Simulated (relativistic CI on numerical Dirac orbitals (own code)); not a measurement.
## Line list: Electric-dipole lines, Br⁹⁺

Computed by Dirac-Coulomb-Breit CI, orbitals from a KLI potential per configuration, model QED (radiative potential, 1s self-energy scaled to tabulated hydrogen-like ionisation energies), unscaled Slater integrals (own radial code, finite nucleus).

Configuration list (outside the closed core [Ne]): 3s2 3p6 3d8, 3s2 3p5 3d9, 3s2 3p4 3d10, 3s2 3p6 3d7 4s, 3s 3p6 3d9, 3s2 3p6 3d7 4p, 3s2 3p6 3d6 4s2, 3s2 3p6 3d7 4d, 3p6 3d10, 3s2 3p6 3d6 4s 4p, 3s2 3p6 3d7 5s, 3s2 3p6 3d7 4f, 3s2 3p6 3d6 4p2, 3s2 3p6 3d7 5p, 3s2 3p6 3d6 4s 4d, 3s2 3p6 3d7 5d. Levels of other configurations are missing.

| λ vac (nm) | Lower | Upper | A (s⁻¹) | log gf | S velocity/length |
| --- | --- | --- | --- | --- | --- |
| 9.5072 | 3s2 3p6 3d8 1G_4 [8] | 3s2 3p5 3d9 1F°_3 [169] | 1.98e+11 | 0.27 | 0.54 |
| 10.142 | 3s2 3p6 3d8 1G_4 [8] | 3s2 3p6 3d7 4p 1F°_3 [155] | 1.62e+11 | 0.24 | 0.82 |
| 10.255 | 3s2 3p6 3d8 3F_4 [1] | 3s2 3p6 3d7 4p 3G°_5 [93] | 5.22e+10 | -0.04 | 0.95 |
| 10.342 | 3s2 3p6 3d8 3F_4 [1] | 3s2 3p5 3d9 3D°_3 [83] | 2.29e+11 | 0.41 | 0.77 |
| 10.546 | 3s2 3p6 3d8 1G_4 [8] | 3s2 3p6 3d7 4p 1G°_4 [135] | 1.27e+11 | 0.28 | 0.86 |
| 10.643 | 3s2 3p6 3d8 3F_3 [2] | 3s2 3p5 3d9 3F°_2 [69] | 1.33e+11 | 0.05 | 0.79 |
| 10.864 | 3s2 3p6 3d8 3F_4 [1] | 3s2 3p5 3d9 3F°_3 [52] | 6.67e+10 | -0.08 | 0.77 |
| 10.954 | 3s2 3p6 3d8 3F_3 [2] | 3s2 3p5 3d9 3F°_3 [52] | 7.64e+10 | -0.02 | 0.84 |
| 11.145 | 3s2 3p6 3d8 3F_4 [1] | 3s2 3p5 3d9 3F°_4 [44] | 1.10e+11 | 0.27 | 0.81 |
| 40.746 | 3s2 3p6 3d7 4p 5G°_5 [59] | 3s2 3p6 3d7 4d 5H_6 [179] | 1.97e+10 | 0.80 | 0.98 |
| 41.099 | 3s2 3p6 3d7 4p 5G°_6 [57] | 3s2 3p6 3d7 4d 5H_7 [174] | 2.22e+10 | 0.93 | 0.98 |
| 41.273 | 3s2 3p6 3d7 4p 3G°_5 [66] | 3s2 3p6 3d7 4d 3H_6 [188] | 2.15e+10 | 0.85 | 0.98 |
| 59.759 | 3s2 3p6 3d7 4s 5F_5 [10] | 3s2 3p6 3d7 4p 5G°_6 [57] | 5.17e+09 | 0.56 | 0.98 |
| 61.362 | 3s2 3p6 3d7 4s 5F_4 [11] | 3s2 3p6 3d7 4p 5G°_5 [59] | 3.64e+09 | 0.35 | 0.98 |
| 61.465 | 3s2 3p6 3d7 4s 3G_5 [21] | 3s2 3p6 3d7 4p 3H°_6 [88] | 4.32e+09 | 0.50 | 0.99 |
| 62.044 | 3s2 3p6 3d7 4s 3H_6 [28] | 3s2 3p6 3d7 4p 3I°_7 [113] | 4.73e+09 | 0.61 | 1.00 |
| 62.080 | 3s2 3p6 3d7 4s 3F_4 [15] | 3s2 3p6 3d7 4p 3G°_5 [66] | 3.60e+09 | 0.36 | 0.98 |
| 62.092 | 3s2 3p6 3d7 4s 3F_3 [16] | 3s2 3p6 3d7 4p 3G°_4 [70] | 4.01e+09 | 0.32 | 0.98 |
| 64.199 | 3s2 3p6 3d7 4s 5F_5 [10] | 3s2 3p6 3d7 4p 5F°_5 [51] | 3.63e+09 | 0.39 | 0.96 |
| 64.843 | 3s2 3p6 3d7 4s 5F_5 [10] | 3s2 3p6 3d7 4p 5D°_4 [49] | 3.17e+09 | 0.26 | 0.94 |

Terms are leading LS components. Brackets give the number of a level in order of energy, since labels repeat. The list gives strong lines, with weight on those to low levels, among the lowest 200 of 2259 levels, so that lines to higher ones, which can be the strongest, are missing. Levels whose partners in the same complex of configurations lie outside the list can be far off, and so can their lines. Rates are taken at the computed energies, electric ones in the length gauge. A velocity-to-length ratio far from 1 marks an uncertain rate.

At this charge energies of transitions that change n are usually good to better than 1 %, and those within a shell (Δn = 0) to a few per cent. Terms inside the open d or f shell come out 10 to 20 % too wide with unscaled integrals.

LS names give the leading component of a level, which can be under half, so a name can repeat, a term be missing and a line seem to break the LS rules.
